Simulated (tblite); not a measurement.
Compound: C4H10B2FN.
Geometry (GFN2-xTB, Å), atoms numbered from 1 in this order:
```xyz
18
C4H10B2FN angstrom
C      1.4803    1.5332   -0.1530
C      1.3316    0.2196   -0.2995
C      2.4843   -0.7027    0.0022
B      0.0361   -0.4275   -0.8923
N     -1.2650   -0.1517   -0.4009
C     -2.4206   -0.6226   -1.1675
B     -1.5300    0.5329    0.8081
F     -2.7976    0.7472    1.1493
H      0.6848    2.2226   -0.3819
H      2.4070    1.9747    0.1828
H      3.3476   -0.1534    0.3720
H      2.1882   -1.4363    0.7508
H      2.7711   -1.2474   -0.8962
H      0.1370   -1.1646   -1.8019
H     -2.7603    0.1629   -1.8458
H     -3.2433   -0.8762   -0.5010
H     -2.1526   -1.4976   -1.7558
H     -0.7074    0.8931    1.5542
```

Computed values, GFN2-xTB/tblite, gas phase, harmonic and unscaled. This tight-binding method is rough: wavenumbers can miss measured ones by several per cent, in bad cases by 10 to 20. Modes of hydrogen on boron can be 10 to 20 % off. One conformer, not necessarily the lowest. The optimisation stopped once no atom felt more than 0.01 eV/Å.

Lowest wavenumbers of the output (negative numbers stand for imaginary wavenumbers):
```
mode    cm-1
  1     -38.9
  2      46.1
  3      79.4
  4     118.1
  5     133.2
  6     179.2
  7     263.1
  8     303.4
```

Task: Is this structure a minimum?

Result: Not by this Hessian. 1 mode is imaginary beyond 20i (39i cm⁻¹), so at this level the point lies at or near a first-order saddle. The curvature is small, so loose convergence or finite differences may be the whole cause.

Task: Which atoms move in the imaginary mode?

Result: 39i: H15 (methyl hydrogen) 38 %, H16 (methyl hydrogen) 30 %, H17 (methyl hydrogen) 26 %. These are shares of the mass-weighted motion.

Task: What is the remedy?

Result: Step along that mode in both directions, optimise again with tighter thresholds and repeat the frequencies. The zero-point energy of this point (88.4 kcal/mol) counts the 47 real modes alone, and thermal corrections from it aren't those of a minimum.

Hardware: one thread, Arm Neoverse V1 (aarch64), no GPU, shared host. Cost: 0.55 s of wall time. This covers the Hessian and the dipole derivatives.
